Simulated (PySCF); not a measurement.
Correlation energy of Al (aluminium, neutral)

[Ne] 3s1 3p2, high-spin 4P determinant (an excited configuration). Calculation: PySCF 2.14, in aug-cc-pVTZ-DK (6s5p3d2f, 50 functions); the spin-free X2C one-electron Hamiltonian (Gaussian nucleus). Frozen: [Ne]; 3 electrons correlated.

MP2 pair energies summed by pair of shells (mhartree):

```csv
pair,energy,share (%)
3p-3p,-5.35,58.3
3s-3p,-3.83,41.7
```

Total MP2 correlation energy: -9.18 mhartree.

Same-spin part -9.18 and opposite-spin part 0.00 mhartree; SCS-MP2 scales them by 1/3 and 6/5 to -3.06 mhartree.
